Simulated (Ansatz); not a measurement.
Consider the formal exchange of groups at the Sn–C bond: `C[CH2][SnH3]` + `CO[SiH3]` → `CO[SiH2][SnH3]` + ethane.

Isolated molecules relaxed with PBE0-D4/def2-TZVP in Ansatz; ΔE leaves out vibrations. CCSD(T)/CBS is the MP2 limit (def2-TZVPP, def2-QZVPP) plus CCSD(T) − MP2 in def2-TZVPP, frozen cores. This one scheme is used for every species. DFT in def2-TZVPP. def2 core potentials past Kr. For Sn outer-core shells are correlated without core-valence functions, which leaves a few kJ/mol of doubt a bond. One conformer a species, not always the lowest.

```tsv
level	ΔE (eV)
ωB97X-V	-0.50
B2PLYP	-0.49
r2SCAN	-0.56
HF/def2-TZVPP	-0.46
SCS-MP2/def2-TZVPP	-0.39
CCSD(T)/def2-TZVPP	-0.44
HF/def2-QZVPP	-0.45
CCSD/CBS(def2)	-0.47
```

**Question.** What does CCSD(T)/CBS give? (Estimate.)

**Answer.** Ansatz gave: -0.47 eV. The listed levels differ from it by -0.03, -0.02, -0.09, 0.01, 0.08, 0.03, 0.02, 0.00 eV.

Largest T1 diagnostic among the species: 0.013.
